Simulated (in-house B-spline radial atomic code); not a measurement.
Ionising Lu V (Lu4+) with different functionals

Computed with a B-spline radial code for spherical atoms: four-component Dirac-Coulomb Hamiltonian, Fermi nucleus of rms radius 5.37 fm, spin-restricted, spherical fractional occupations for the functionals. The ionisation energy is the difference of two self-consistent energies, [Xe] 4f13 → [Xe] 4f12, without Breit or QED terms; ε is the level of the shell that loses the electron (mean over j). The electron is taken from both j subshells in proportion to 2j + 1, so the result is a j average, not the step between ground levels.

Hybrids are left out here: with spherical fractional occupations of an open shell their exact exchange keeps a self-interaction that integer-occupation calculations don't have.

```csv
method,rung,ΔSCF (eV),-ε(4f) (eV)
LDA VWN5,LDA,69.49,57.84
relativistic LDA,LDA,69.69,58.03
LDA PW92,LDA,69.48,57.83
LDA exchange-only,LDA,67.48,55.88
PBE,GGA,69.09,57.45
PBEsol,GGA,69.16,57.51
BLYP,GGA,68.88,57.24
RPBE,GGA,69.02,57.38
PW91,GGA,69.20,57.56
BP86,GGA,69.20,57.55
AM05,GGA,69.23,57.57
OLYP,GGA,69.78,58.07
```

(1) How do they compare with the NIST value?

Results:

(1) NIST lists 66.8 eV ± 0.3 (semi-empirical, ground level to ground level). Errors run from +0.68 to +2.98 eV. The correlated functionals all miss on the same side by more than they spread, so the cause is common to them (Breit-QED terms, spin polarisation, the choice among j levels, multiplet and fine-structure energies, or a listed next ion that isn't the cheapest removal here) and closeness doesn't rank the functionals.
